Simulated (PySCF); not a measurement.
Compound: C₂H₉AsSi.
Atom-mapped SMILES: `[CH3:1][CH2:2][AsH:3][SiH3:4]` (hydrogens: H5, H6, H7 on C1; H8, H9 on C2; H10 on As3; H11, H12, H13 on Si4)

Geometry (PBE0-D3(BJ)/def2-SVP, Å), atoms numbered from 1 in this order:
```
atom  x, y, z in Å
C1    -1.7439    0.1335   -0.4527
C2    -1.0324   -0.8924    0.4128
As3    0.1598   -0.0342    1.7593
Si4    1.8278    0.6712    0.2332
H5    -1.0368    0.7025   -1.0779
H6    -2.4619   -0.3522   -1.1324
H7    -2.3037    0.8622    0.1551
H8    -1.7584   -1.4839    0.9925
H9    -0.4522   -1.5980   -0.2001
H10    0.9511   -1.2959    2.0981
H11    1.4347    1.9739   -0.3864
H12    2.0397   -0.3265   -0.8636
H13    3.1114    0.8706    0.9718
```

Jobs on this species (13 atoms, 68 electrons) with PySCF (density fitting). Hardware of each: one thread of an Arm Neoverse V2, on a shared host. Other jobs ran on the host; a repeat could differ by tens of per cent or more. Peak memory is the resident size of the whole Python process, interpreter and libraries included.

| level and settings | work | basis functions | SCF cycles | wall time | peak memory |
| --- | --- | --- | --- | --- | --- |
| delta-SCF UKS PBE0, pcX-2 on the ionised atom, pcseg-1 elsewhere, spin-free X2C | ΔSCF core ionisation, 4 holes | 160 | ? | ? | ? |
| delta-SCF UKS SCAN, pcX-1 on the ionised atom, pcseg-1 elsewhere, spin-free X2C | ΔSCF core ionisation, 4 holes | 140 | ? | ? | ? |
| delta-SCF UKS SCAN, def2-TZVP on the ionised atom, pcseg-1 elsewhere, spin-free X2C | ΔSCF core ionisation, 4 holes | 137 | ? | ? | ? |
| delta-SCF UKS SCAN, pcX-2 on the ionised atom, pcseg-1 elsewhere, spin-free X2C | ΔSCF core ionisation, 4 holes | 160 | 57 | 19 s | 0.58 GiB |
| delta-SCF UKS SCAN, pcX-2 on the ionised atom, pcseg-1 elsewhere, non-relativistic | ΔSCF core ionisation, 4 holes | 160 | 56 | 19 s | 0.54 GiB |
| PBE0-D3(BJ)/def2-SVP, grid level 1 | geometry optimisation from a GFN2-xTB start shaken at random | 123 | 24 | 20 s | 0.51 GiB |
| delta-SCF UKS B3LYP, pcX-2 on the ionised atom, pcseg-1 elsewhere, spin-free X2C | ΔSCF core ionisation, 4 holes | 160 | 54 | 26 s | 0.69 GiB |
| delta-SCF UKS PBE, pcX-2 on the ionised atom, pcseg-1 elsewhere, spin-free X2C | ΔSCF core ionisation, 4 holes | 160 | 54 | 13 s | 0.60 GiB |
| delta-SCF UKS HF, pcX-2 on the ionised atom, pcseg-1 elsewhere, spin-free X2C | ΔSCF core ionisation, 4 holes | 160 | 53 | 17 s | 0.55 GiB |

Q: Fill in the missing figures.

A: 
- delta-SCF UKS PBE0, pcX-2 on the ionised atom, pcseg-1 elsewhere, spin-free X2C; ΔSCF core ionisation, 4 holes: 26 s, 0.62 GiB, 53 SCF cycles
- delta-SCF UKS SCAN, pcX-1 on the ionised atom, pcseg-1 elsewhere, spin-free X2C; ΔSCF core ionisation, 4 holes: 17 s, 0.54 GiB, 57 SCF cycles
- delta-SCF UKS SCAN, def2-TZVP on the ionised atom, pcseg-1 elsewhere, spin-free X2C; ΔSCF core ionisation, 4 holes: 19 s, 0.54 GiB, 56 SCF cycles

Q: What do all jobs in the table cost together?

A: About 2.9 min; the longest takes about 15 % of that, and about 2 times as long as the shortest.
